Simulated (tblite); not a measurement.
C₄H₂ClN₃O₂.
Bonds: O1–C2 (double), C2–O3, C2–C4, C4–N5 (aromatic), N5–C6 (aromatic), C6–N7 (aromatic), N7–C8 (aromatic), C8–Cl9, C8–N10 (aromatic), C4–N10 (aromatic). Hydrogens: H11 on O3; H12 on C6.

Computed with GFN2-xTB (tblite), gas phase: Langevin dynamics at 400 K from the optimised GFN2-xTB geometry, time step 0.5 fs, friction 0.01 fs⁻¹, 2000 steps.

The start geometry, which sets the zero of energy:
```
atom  x, y, z in Å
O1      2.411   -1.302    0.514
C2      1.842   -0.290    0.216
O3      2.445    0.866   -0.025
C4      0.344   -0.180    0.070
N5     -0.370   -1.274    0.290
C6     -1.675   -1.127    0.150
N7     -2.284   -0.004   -0.181
C8     -1.477    1.028   -0.378
Cl9    -2.185    2.503   -0.806
N10    -0.161    0.997   -0.267
H11     3.408    0.778    0.072
H12    -2.298   -1.996    0.319
```

**Question.** These frames come from the run, each turned onto the start geometry. Order them by potential energy, lowest first.
A.
```
atom  x, y, z in Å
O1      2.423   -0.765   -1.080
C2      1.919   -0.169   -0.206
O3      2.367    0.210    0.992
C4      0.349    0.074   -0.168
N5     -0.238   -0.912    0.463
C6     -1.522   -1.038    0.419
N7     -2.254   -0.133   -0.140
C8     -1.601    0.952   -0.633
Cl9    -2.478    2.334   -1.113
N10    -0.271    1.141   -0.725
H11     3.281    0.124    1.170
H12    -1.973   -1.820    0.994
```
B.
```
atom  x, y, z in Å
O1      2.357   -1.305    0.501
C2      1.836   -0.230    0.339
O3      2.410    0.838   -0.109
C4      0.305   -0.078    0.440
N5     -0.412   -1.205    0.441
C6     -1.672   -1.148    0.102
N7     -2.278   -0.065   -0.394
C8     -1.480    1.002   -0.350
Cl9    -1.981    2.520   -0.870
N10    -0.230    1.048    0.056
H11     3.330    0.720   -0.304
H12    -2.184   -2.099    0.122
```
C.
```
atom  x, y, z in Å
O1      2.481   -1.205   -0.368
C2      1.826   -0.275    0.011
O3      2.325    0.810    0.559
C4      0.336   -0.257   -0.076
N5     -0.347   -1.302    0.358
C6     -1.619   -1.074    0.390
N7     -2.286    0.120    0.070
C8     -1.485    0.990   -0.584
Cl9    -2.078    2.504   -0.999
N10    -0.142    0.835   -0.686
H11     3.296    0.826    0.663
H12    -2.305   -1.971    0.636
```
D.
```
atom  x, y, z in Å
O1      2.362   -1.276    0.510
C2      1.817   -0.239    0.263
O3      2.430    0.852   -0.067
C4      0.315   -0.148    0.204
N5     -0.412   -1.222    0.461
C6     -1.683   -1.159    0.129
N7     -2.252   -0.032   -0.262
C8     -1.503    1.038   -0.319
Cl9    -2.026    2.535   -0.856
N10    -0.212    0.992   -0.120
H11     3.416    0.766   -0.128
H12    -2.251   -2.107    0.160
```
E.
```
atom  x, y, z in Å
O1      2.569   -0.639   -0.962
C2      1.856   -0.175   -0.108
O3      2.410    0.305    1.012
C4      0.372   -0.074   -0.175
N5     -0.237   -1.112    0.422
C6     -1.478   -0.923    0.438
N7     -2.282    0.013   -0.011
C8     -1.595    0.966   -0.577
Cl9    -2.622    2.320   -1.159
N10    -0.291    0.931   -0.730
H11     3.406    0.110    1.023
H12    -2.106   -1.723    0.801
```

**Answer.** D (0.274 eV), B (0.374 eV), C (0.480 eV), A (0.557 eV), E (0.654 eV).

In the order of the answer:

```json
{"t (fs)": "25", "E above start (eV)": "0.274", "largest force (eV/Å)": "1.86", "rms force component (eV/Å)": "0.674", "rms distance from start (Å)": "0.133", "rms bond change (Å)": "0.017", "bond most changed (Å)": "C2–O3 -0.031"}
{"t (fs)": "50", "E above start (eV)": "0.374", "largest force (eV/Å)": "2.11", "rms force component (eV/Å)": "0.640", "rms distance from start (Å)": "0.229", "rms bond change (Å)": "0.018", "bond most changed (Å)": "C2–O3 -0.033"}
{"t (fs)": "275", "E above start (eV)": "0.480", "largest force (eV/Å)": "3.42", "rms force component (eV/Å)": "1.002", "rms distance from start (Å)": "0.421", "rms bond change (Å)": "0.036", "bond most changed (Å)": "C6–N7 +0.084"}
{"t (fs)": "475", "E above start (eV)": "0.557", "largest force (eV/Å)": "3.23", "rms force component (eV/Å)": "1.112", "rms distance from start (Å)": "0.801", "rms bond change (Å)": "0.034", "bond most changed (Å)": "C2–C4 +0.080"}
{"t (fs)": "500", "E above start (eV)": "0.654", "largest force (eV/Å)": "5.14", "rms force component (eV/Å)": "1.212", "rms distance from start (Å)": "0.754", "rms bond change (Å)": "0.039", "bond most changed (Å)": "C8–Cl9 +0.105"}
```

What follows is the cost of the whole dynamics run. On Arm Neoverse V1, one thread, shared host with 64 logical CPUs at a one-minute load of 19, this took 15 s wall and 0.18 GiB of memory at its peak.
